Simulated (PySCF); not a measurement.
## Gas-phase thermal properties of GeF2

Computed with PySCF (xtb for GFN2) and rigid-rotor harmonic-oscillator thermochemistry at 1 bar. 6-31G* has spherical d functions here. All species are closed-shell singlets. B3LYP is the form with VWN-RPA correlation. Ge: all electrons, no relativistic terms. The harmonic model lacks anharmonicity and excited electronic states, which grow with temperature; levels with a mode under 35 cm⁻¹ are left out.

```json
[
 {"level": "B3LYP/6-31G*", "point group": "C2v", "σ": "2", "ZPE (kJ/mol)": "9.8", "S°298 (J/mol/K)": "271.3", "Cp298 (J/mol/K)": "47.7", "S°1000 (J/mol/K)": "336.0", "H1000 − H298 (kJ/mol)": "38.1"},
 {"level": "GFN2-xTB", "point group": "C2v", "σ": "2", "ZPE (kJ/mol)": "6.4", "S°298 (J/mol/K)": "278.6", "Cp298 (J/mol/K)": "52.6", "S°1000 (J/mol/K)": "346.2", "H1000 − H298 (kJ/mol)": "39.5"},
 {"level": "HF/6-31G*", "point group": "C2v", "σ": "2", "ZPE (kJ/mol)": "10.6", "S°298 (J/mol/K)": "269.3", "Cp298 (J/mol/K)": "46.6", "S°1000 (J/mol/K)": "333.2", "H1000 − H298 (kJ/mol)": "37.7"},
 {"level": "PBE/def2-SVP", "point group": "C2v", "σ": "2", "ZPE (kJ/mol)": "9.4", "S°298 (J/mol/K)": "272.0", "Cp298 (J/mol/K)": "48.2", "S°1000 (J/mol/K)": "336.9", "H1000 − H298 (kJ/mol)": "38.2"},
 {"level": "PBE0/def2-TZVP", "point group": "C2v", "σ": "2", "ZPE (kJ/mol)": "9.7", "S°298 (J/mol/K)": "271.0", "Cp298 (J/mol/K)": "47.8", "S°1000 (J/mol/K)": "335.7", "H1000 − H298 (kJ/mol)": "38.1"}
]
```
σ: rotational symmetry number. Electronic degeneracy used: 1. Frequencies are unscaled.
